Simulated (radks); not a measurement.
The numbers below are computed, except where a source is named.
Task: Level of theory: scalar-relativistic Kohn-Sham, LDA (Slater exchange, Perdew-Wang correlation), spin-polarised, spherical densities, finite nucleus; open shells are filled with parallel spins first (spin-orbit coupling, left out, can overturn this in heavy ions); Fermi nuclear charge, rms radius of each element as measured or else 0.836 A^(1/3) + 0.57 fm (a radial shooting solver on a logarithmic mesh with Libxc functionals). Response by self-consistent Sternheimer equations with the Hartree and adiabatic LDA kernel, the relativistic mass of each level held fixed and spin-orbit coupling left out. For heavy and open-shell atoms this level of theory can miss by tens of per cent. Rank Er6+, Er+, Er2+, Er4+, Er3+, Er, Er5+ (NIST ground configurations) by static dipole polarisability, largest first.

Result: Er 134.7, Er+ 58.36, Er2+ 8.374, Er3+ 5.023, Er4+ 3.775, Er5+ 3.124, Er6+ 2.612 bohr^3.
